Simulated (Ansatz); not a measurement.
CH6MoN2O2 (`C[N]=[Mo]([NH2])(=[O])[OH]`), 12 atoms. Charge 0, multiplicity 1. Correlated methods include outer-core shells of Mo, which these sets cover unevenly. Mo takes the def2 core potential. All runs use 4 threads of an Arm Neoverse V1 on a shared host. Correlated methods freeze the cores.

Problem. Give the basis size and wall time and peak host memory of each of these runs in Ansatz. RKS PBE0-D4/def2-TZVP relaxation (7 steps); RKS PBE0-D4/def2-QZVPP energy; RKS PBE0-D4/def2-SVP energy; RHF-CCSD(T)/def2-SVP energy; RHF-MP2/def2-TZVPP energy; direct RPA on PBE orbitals/def2-TZVPP energy; RHF-MP2/def2-QZVPP energy; RKS B97M-V/def2-TZVPP energy; RKS ωB97M-V/def2-QZVPP energy; RKS BHLYP-D4/def2-TZVPP energy; RKS revPBE-D4/def2-TZVPP energy; RKS ωB97M-V/def2-SVP energy. (Estimate.)

Solution. Computed: Other jobs shared the machine, so times are rough.

| level | job | functions | wall time | peak host memory (GiB) |
| --- | --- | --- | --- | --- |
| RKS PBE0-D4/def2-SVP | energy | 131 | 1.8 s | 0.33 |
| RKS revPBE-D4/def2-TZVPP | energy | 295 | 3.1 s | 0.41 |
| RKS BHLYP-D4/def2-TZVPP | energy | 295 | 4.9 s | 0.84 |
| RHF-MP2/def2-TZVPP | energy | 295 | 7 s | 0.86 |
| RKS ωB97M-V/def2-SVP | energy | 131 | 8 s | 0.47 |
| direct RPA on PBE orbitals/def2-TZVPP | energy | 295 | 11 s | 0.92 |
| RKS PBE0-D4/def2-QZVPP | energy | 546 | 12 s | 2.1 |
| RKS B97M-V/def2-TZVPP | energy | 295 | 16 s | 0.54 |
| RKS ωB97M-V/def2-QZVPP | energy | 546 | 28 s | 2.6 |
| RHF-CCSD(T)/def2-SVP | energy | 131 | 34 s | 1.1 |
| RKS PBE0-D4/def2-TZVP | relaxation (7 steps) | 231 | 39 s | 0.67 |
| RHF-MP2/def2-QZVPP | energy | 546 | 40 s | 3.9 |
